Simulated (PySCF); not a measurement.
**IF₄ at several levels of theory**

All levels use the PBE0 minimum (doublet; I–F 1.953 Å (×4); F–I–F 88.9° (×4), F–I–F 163.7° (×2)), basis [I def2-SVP with ECP28, F def2-SVP], scalar-relativistic core potentials, density fitting, no spin–orbit coupling, PySCF. For vertical energies the ionised species is a singlet (spins chosen at PBE0 and kept) and the electron-attached one a singlet. Atomisation goes to high-spin ground-configuration atoms, without zero-point energy. Open shells are unrestricted, also as the reference of the correlated levels. A dash marks a value that was not computed or is not defined at that level.

```csv
level,atomisation (kJ/mol),vertical IP (eV),vertical EA (eV),−ε(HOMO) (eV),dipole (D)
PBE0,878,11.64,3.26,9.03,1.32
HF,?,?,?,?,?
MP2,–,11.22,3.19,–,–
PBE,?,?,?,?,?
B3LYP,895,11.47,3.19,8.62,1.33
r2SCAN,–,11.30,3.00,7.75,1.28
TPSSh,930,11.25,3.00,8.05,1.29
MN15,–,11.71,3.32,9.69,1.35
M06-2X,784,12.16,3.51,10.72,1.23
```

(1) Fill in the row of PBE.

(2) Fill in the row of HF.

Answers

(1) atomisation (kJ/mol) 1091, vertical IP (eV) 10.74, vertical EA (eV) 2.65, −ε(HOMO) (eV) 7.08, dipole (D) 1.26.

(2) atomisation (kJ/mol) 106, vertical IP (eV) 12.68, vertical EA (eV) 3.41, −ε(HOMO) (eV) 13.66, dipole (D) 1.38.

Without diffuse functions attachment energies tend to come out too low.

With an element this heavy the missing spin–orbit coupling can shift these numbers.
